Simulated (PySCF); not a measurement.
Structure from 2D NMR

Compound of formula C₆H₈N₂. Correlations simulated from computed shifts and couplings:

HSQC (one-bond C–H):
```tsv
δH	δC	1J(C,H) (Hz)
8.56	149.9	188
8.50	149.5	188
8.47	148.2	190
2.62	31.6	132
1.40	16.3	135
```

COSY cross peaks (|J| ≥ 2 Hz):
```tsv
δH	δH	abs. J (Hz)	bonds
8.56	8.47	2.8	3
2.62	1.40	8.5	3
```

HMBC (two and three bonds, |J| ≥ 2.5 Hz):
```tsv
δH	δC [abs. J in Hz]
8.56	164.3 [10.0], 148.2 [12.0]
8.50	164.3 [11.2], 148.2 [10.2]
8.47	149.9 [12.5], 149.5 [10.7]
2.62	164.3 [5.4], 149.5 [4.5], 16.3 [4.5]
1.40	164.3 [5.3], 31.6 [3.6]
```

Carbons without hydrogens: δ 164.3.

In vacuum, fast rotation and ring inversion assumed for equivalent nuclei, single conformer, non-relativistic Hamiltonian. GIAO PBE0/pcSseg-1 shieldings; structure optimised with PBE0-D3(BJ)/def2-SVP; B3LYP/pcJ-1 coupling constants (spin–dipole term only in couplings to heteroatoms); PySCF 2.14.

δ = σ(ref) − σ, references computed at the same level: 1H (σref 31.27), 13C (σref 184.41) vs TMS.

Exchangeable hydrogens are left out of these lists, and C,H couplings along chains are those of one rotamer, so weak HMBC peaks may be missing or extra.

**Question.** Work out the connectivity.

**Answer.** 2-ethylpyrazine.

Atom-mapped SMILES (the numbers label the heavy atoms): `[CH3:1][CH2:2][c:3]1[cH:4][n:5][cH:6][cH:7][n:8]1`. Hydrogens are named by the atom that carries them.

- δC 164.3 is C3, a substituted aromatic carbon next to a ring nitrogen.
- δC 149.9 is C7, an aromatic CH next to a ring nitrogen (δH 8.56).
- δC 149.5 is C4, an aromatic CH next to a ring nitrogen (δH 8.50).
- δC 148.2 is C6, an aromatic CH next to a ring nitrogen (δH 8.47).
- δC 31.6 is C2, an sp3 CH2 on an aromatic ring (δH 2.62).
- δC 16.3 is C1, a methyl carbon (δH 1.40).
- HMBC from δH 8.56 reaches the proton-free carbon C3.
- HMBC from δH 8.50 reaches the proton-free carbon C3.
- HMBC from δH 2.62 reaches the proton-free carbon C3.
- HMBC from δH 1.40 reaches the proton-free carbon C3.
- COSY links 8.56–8.47, 2.62–1.40.

The shifts were computed for this structure.

Unscaled 3J(H,H) at this level run about 10 % above measured values. Shifts are as computed. Against solution values, carbons near 30 ppm lie about +2 ppm off and those near 130 ppm about +5 ppm. Of 1211 compounds with measured shifts, 218 miss one by over three times the rms of a fit or turn the order of signals round; such compounds aren't used in these exercises.
